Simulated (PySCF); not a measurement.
# SiBH4ClO2

SiBH4ClO2 is a small molecule, neutral, singlet. The structure, one conformer, was relaxed in the gas phase by PBE0-D3(BJ)/def2-SVP. No frequency run checks that it is a minimum.

SMILES: OB(O)[SiH2]Cl

Coordinates in Å:
```
O1      1.291    0.119    1.151
B2      0.781   -0.030   -0.096
O3      1.604   -0.182   -1.159
Si4    -1.233   -0.023   -0.359
Cl5    -1.957    0.237    1.601
H6      0.595    0.217    1.816
H7      2.534   -0.169   -0.898
H8     -1.810   -1.296   -0.882
H9     -1.762    1.104   -1.183
```

Shieldings: GIAO PBE0/pcSseg-2. Shifts are against computed references at the same level: H TMS (σ 31.24 ppm), Si TMS (σ 341.3 ppm). Core levels by delta-SCF with SCAN, pcX-2 on the ionised atom and pcseg-1 elsewhere, spin-free X2C (2p3/2 is the spin-free 2p value less a third of a first-order spin-orbit splitting); from the vacuum level, for chosen atoms.

Q: Give the NMR and core-level values of the distinct atoms.

A: 
```csv
atoms,bonded to,σ (ppm),δ (ppm),core level (eV)
O1,1 B + 1 H,164.1,-,1s 539.38
B2,2 O + 1 Si,67.7,-,1s 197.54
O3,1 B + 1 H,198.8,-,1s 539.52
Si4,1 B + 1 Cl + 2 H,375.3,-34.0,2p3/2 107.64
Cl5,1 Si,1026.0,-,2p3/2 206.01
H6,1 O,25.15,6.09,-
H7,1 O,26.86,4.38,-
H8 H9,1 Si,26.21,5.04,-
```

Values are those of this one static structure; atoms that internal rotation interchanges would show their mean in an NMR spectrum.

Q: By CAM-B3LYP/def2-SVPD (TDDFT singlets, Tamm-Dancoff triplets, ionisation by delta-SCF), where does absorption start, and what does vertical ionisation take?

A: The lowest singlet lies at 6.77 eV (f 0.022), the strongest of the first 6 at 7.60 eV (f 0.047), the lowest triplet at 5.68 eV; vertical ionisation takes 10.74 eV.

The 3 runs behind this took 91 s in all, one thread each of Arm Neoverse V1 on a shared host, launched as `OMP_NUM_THREADS=1 python cluster_run.py task.json out`.
